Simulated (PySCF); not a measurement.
C₅H₃Cl, SMILES C(=CCl)=CC#C.

Coordinates come from a PBE0-D3(BJ)/def2-SVP optimisation. The structure was generated by enumeration, and PubChem lists no compound with its InChIKey, so it may never have been made.

Two levels are set side by side: TDA-PBE/def2-SVPD (PySCF) and TDA-B3LYP/def2-SVPD (PySCF). Vertical, same geometry. The lowest singlet is HOMO−1→LUMO 99 % with PBE and HOMO−1→LUMO 98 % with the other functional; states are paired by order. Differences are taken from unrounded values.

```tsv
quantity	TDA-B3LYP	TDA-PBE	TDA-PBE minus TDA-B3LYP
lowest singlet excitation (eV)	4.37	4.08	-0.30
lowest triplet excitation (TDA) (eV)	3.33	3.25	-0.08
first bright state (f over 0.05) (eV)	5.44	5.19	-0.25
its oscillator strength	0.40	0.31	-0.09
```

Functionals without exact exchange tend to place singlet excitations lower, as here. Differences between two approximate levels are no errors against the true value.

Rough cost on one machine, each run with all the roots and properties that it gave: TDA-B3LYP against TDA-PBE about 2 times.
